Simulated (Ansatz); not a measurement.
System: SiHBrF, charge 0, doublet. SiHBrF (SMILES F[SiH]Br, doublet).
B3LYP-D3(BJ)/def2-TZVP minimum from Ansatz (an electronic-structure program):
```
Si
F 1 1.6033
H 1 1.4894 2 106.85
Br 1 2.2298 3 108.31 2 117.10
```
Charge 0, spin multiplicity 2.

Wanted: atomisation energy (electronic, to ground-state atoms), in kJ/mol. UHF or UKS for unpaired electrons; spin-orbit terms are left out. Correlated methods leave the cores frozen (noble-gas shells, and filled d and f shells in the p block). No relativity. CBS(X,Y): correlation extrapolated as X^-3, Hartree-Fock from the larger set. A bracket is a step between two methods taken in the basis named. Double hybrids freeze cores in their MP2 part. For partners of very few electrons the exact lower level stands in for a higher one. Spin-orbit terms, left out, reach several kcal/mol for Br and I, and more for heavier atoms.

CCSD(T)/CBS(def2-TZVPP,def2-QZVPP) + [CCSDT(Q) - CCSD(T)]/def2-SVP (Ansatz) gives 1206.1 kJ/mol.

Q: What does PBE/def2-TZVPD (Ansatz) give here, and how do the other levels compare?

A: PBE gives 1212.7 kJ/mol, 6.6 kJ/mol above it. Differences of the others: r2SCAN/def2-TZVPD (Ansatz) 14.0; B3LYP/def2-TZVPD (Ansatz) -29.6; wB97M-V/def2-TZVPD (Ansatz) -14.9; B2PLYP/def2-TZVPD (Ansatz) -26.2; CCSD(T)/CBS(def2-TZVPP,def2-QZVPP) (Ansatz) -1.9 kJ/mol.
